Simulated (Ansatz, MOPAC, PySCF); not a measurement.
Complex: HF (SMILES F) (first 2 atoms) with H2 (SMILES [H][H]); geometry from B3LYP-D3(BJ)/def2-TZVP, rigid monomers moved along the line of their centres of mass till H2···H4 is 3.53 Å.
(charge 0, multiplicity 1):
```xyz
4

F     -0.082     0.194    -0.504
H     -0.069     0.099     0.418
H     -0.069    -0.617     3.879
H      0.030     0.120     3.949
```

Monomers are frozen at their geometry in the pair; levels with a basis set take the counterpoise correction.

Cores are frozen in the correlated methods. Rows in 6-31G* carry no dispersion term and start afresh at each structure (6-31G* with six Cartesian d functions). The state that PM7 reach isn't checked; PM7 holds dispersion and hydrogen-bond terms.

Codes used: Ansatz (a first-principles code); MOPAC for PM7 (differences of heats of formation); PySCF for 6-31G* rows, the dispersion terms. 

```tsv
level	interaction energy (kcal/mol)
PM7	-0.07
HF/6-31G*	-0.09
PBE-D3(BJ)/def2-TZVPPD	(withheld)
r2SCAN/def2-TZVPPD	-0.14
r2SCAN-D3(BJ)/def2-TZVPPD	-0.17
r2SCAN-D4/def2-TZVPPD	-0.16
B3LYP/def2-TZVPPD	-0.11
PBE0/def2-TZVPPD	-0.18
MP2/aug-cc-pVDZ	-0.17
```

Question: Some entries are withheld; supply them.

Answer: 
- PBE-D3(BJ)/def2-TZVPPD, interaction energy (kcal/mol): -0.25
